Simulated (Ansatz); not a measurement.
Compare A (`C=CN[SiH3]`) with its isomer B (`C=C(N)[SiH3]`).

Isolated molecules relaxed with PBE0-D4/def2-TZVP in Ansatz; ΔE leaves out vibrations. CCSD(T)/CBS is the MP2 limit (def2-TZVPP, def2-QZVPP) plus CCSD(T) − MP2 in def2-TZVPP, frozen cores. This one scheme is used for every species. Functionals use def2-TZVPP. B3LYP here is the variant with VWN-RPA as its local correlation; programs differ in this. Each species was taken in one conformer, which may not be the lowest.

Problem. Which isomer does CCSD(T)/CBS put lower? Give the gap. (An estimate is asked.)

Solution. The calculation gave: A, by 53.3 kJ/mol.

Problem. Give E(B) − E(A) in kJ/mol with ωB97M-V, CCSD(T)/def2-TZVPP, LDA (SPW92), B3LYP-D4, PBE0-D4, CCSD(T)/def2-SVP, MP2/def2-TZVPP. (An estimate is asked.)

Solution. The calculation gave: ωB97M-V 52.3, CCSD(T)/def2-TZVPP 53.6, LDA (SPW92) 44.5, B3LYP-D4 53.5, PBE0-D4 48.5, CCSD(T)/def2-SVP 52.0, MP2/def2-TZVPP 55.1. None reverses the order clearly.

Problem. Does the order hold for the free energy at 298.15 K (harmonic terms from PBE0-D4)? (Estimate.)

Solution. The calculation gave: Yes: G(B) − G(A) = +55.2 kJ/mol, for one conformer each.

Largest T1 diagnostic: 0.012.

From PBE to PBE0 (25 % exact exchange), in def2-TZVPP and without D4, E(B) − E(A) moves by +3.8 kJ/mol. In def2-TZVPP, CCSD(T) changes the Hartree–Fock value by −12.7 kJ/mol (the triples alone add −2.4 kJ/mol) and MP2 by −11.2 kJ/mol.
